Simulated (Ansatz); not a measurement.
Geometry optimisation, UKS PBE0-D4/cc-pVDZ (Ansatz).

The input (input.yaml):

```yaml
crystal:
  periodic: [false, false, false]
  atoms:
    - { symbol: Si, position_ang: [-0.379354, 0.268608, 0.261415] }
    - { symbol: H, position_ang: [0.977904, -2.093337, 0.134257] }
    - { symbol: O, position_ang: [-0.879315, -1.128387, 1.039827] }
    - { symbol: O, position_ang: [-1.81203, 1.127167, 0.052177] }
    - { symbol: O, position_ang: [0.709612, 1.012919, 1.287285] }
    - { symbol: H, position_ang: [1.531754, -2.126454, -0.29878] }
    - { symbol: P, position_ang: [0.585442, -0.036061, -1.695118] }
    - { symbol: H, position_ang: [-1.743118, -1.443542, 0.74722] }
    - { symbol: H, position_ang: [-1.728816, 1.932303, -0.472471] }
    - { symbol: H, position_ang: [0.446069, 0.949293, 2.215554] }
    - { symbol: H, position_ang: [1.901462, 0.203902, -1.189622] }
    - { symbol: H, position_ang: [0.39049, 1.333689, -2.081845] }
magnetization:
  spin_polarized: true
basis:
  gaussian: { orbitals: cc-pVDZ }
hamiltonian:
  xc: pbe0
  dispersion: d4
relax:
  f_tol: 0.03
  max_steps: 50
```

Command:

```bash
$ ansatz run input.yaml --threads 4 --pin off --max-ram 5120MiB --backend cpu --events-out ev --progress --plain --runs-dir out
```

Q: Where does it end, and by what steps?

A: It converged. The force dipped under the threshold on the way, but the program's further checks kept it going. After 14 steps the energy has fallen by 0.210 eV; H6 moved furthest, 1.00 Å.

```json
{"step": "0", "energy less start (eV)": "0.0000", "largest force component (eV/Å)": "2.047", "accepted": "yes"}
{"step": "1", "energy less start (eV)": "-0.1513", "largest force component (eV/Å)": "0.180", "accepted": "yes"}
{"step": "2", "energy less start (eV)": "-0.1782", "largest force component (eV/Å)": "0.149", "accepted": "yes"}
{"step": "3", "energy less start (eV)": "-0.1902", "largest force component (eV/Å)": "0.101", "accepted": "yes"}
{"step": "4", "energy less start (eV)": "-0.1976", "largest force component (eV/Å)": "0.188", "accepted": "yes"}
{"step": "5", "energy less start (eV)": "-0.1804", "largest force component (eV/Å)": "0.790", "accepted": "no"}
{"step": "6", "energy less start (eV)": "-0.2047", "largest force component (eV/Å)": "0.074", "accepted": "yes"}
{"step": "7", "energy less start (eV)": "-0.2044", "largest force component (eV/Å)": "0.069", "accepted": "no"}
{"step": "8", "energy less start (eV)": "-0.2055", "largest force component (eV/Å)": "0.044", "accepted": "yes"}
{"step": "9", "energy less start (eV)": "-0.2070", "largest force component (eV/Å)": "0.018", "accepted": "yes"}
{"step": "10", "energy less start (eV)": "-0.2082", "largest force component (eV/Å)": "0.051", "accepted": "yes"}
{"step": "11", "energy less start (eV)": "-0.2089", "largest force component (eV/Å)": "0.130", "accepted": "yes"}
{"step": "12", "energy less start (eV)": "-0.2092", "largest force component (eV/Å)": "0.062", "accepted": "yes"}
{"step": "13", "energy less start (eV)": "-0.2094", "largest force component (eV/Å)": "0.051", "accepted": "yes"}
{"step": "14", "energy less start (eV)": "-0.2100", "largest force component (eV/Å)": "0.012", "accepted": "yes"}
```

```xyz
12
Properties=species:S:1:pos:R:3
Si -0.416 0.459 0.239
H 1.022 -2.655 0.124
O -0.609 -1.022 0.997
O -1.977 1.059 0.088
O 0.568 1.386 1.218
H 1.506 -3.127 -0.232
P 0.549 0.270 -1.785
H -1.413 -1.490 0.737
H -2.044 1.904 -0.372
H 0.330 1.332 2.154
H 1.863 0.188 -1.221
H 0.621 1.695 -1.948
```

Whether the end is a true minimum wasn't checked by a vibrational analysis.

Time of the run: 72 s on 4 threads of Arm Neoverse N1 (shared host), peak memory 0.39 GiB.
